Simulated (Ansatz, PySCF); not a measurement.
System: sum formula BNH$_{5}$ (charge -1, singlet). It need not be the lowest isomer of its formula. Whether it binds its extra electron was not tested at this geometry. 
Geometry from a B3LYP-D3(BJ)/def2-TZVP (Ansatz, a quantum-chemistry and plane-wave program) optimisation:
```
N
H 1 1.0124
H 1 1.0124 2 104.83
H 1 1.1492 2 104.40 3 -109.49
B 1 1.6082 2 107.01 3 113.42
H 5 1.2203 1 110.18 2 62.63
H 5 1.2203 6 111.00 1 -122.34
```
Charge -1, spin multiplicity 1.

Total electronic energies in hartree. Correlated levels leave the core frozen unless marked. No spin-orbit coupling. Non-relativistic. CBS marks a two-point X^-3 extrapolation of the correlation energy; Hartree-Fock from the larger set. The bracket is a focal-point correction in the basis named.

The Hartree-Fock reference is unstable (checked in the largest basis), which strains HF and MP2. The T1 diagnostic of CCSD in the largest basis is 0.040, which is high, so the coupled-cluster rows are less sure than usual.

| level | program | energy (Eh) |
|---|---|---|
| HF/STO-3G | Ansatz | -80.53930 |
| HF/6-31G | Ansatz | -81.77821 |
| HF-D4/def2-TZVPD | PySCF + dftd4 | -81.93938 |
| LC-wPBE/def2-TZVPD | Ansatz | -82.47287 |
| CCSD/cc-pVDZ | Ansatz | -82.20614 |
| CCSD/def2-SVP | Ansatz | -82.13879 |
| CCSD/cc-pVTZ | Ansatz | -82.31589 |
| CCSD(T)/6-31G* | Ansatz | -82.13879 |
| RI-MP2/CBS(aug-cc-pVTZ,aug-cc-pVQZ)+[CCSD(T)-MP2]/aug-cc-pVTZ | Ansatz | -82.4254 |

Totals of different functionals don't rank their quality; only differences between species are comparable.
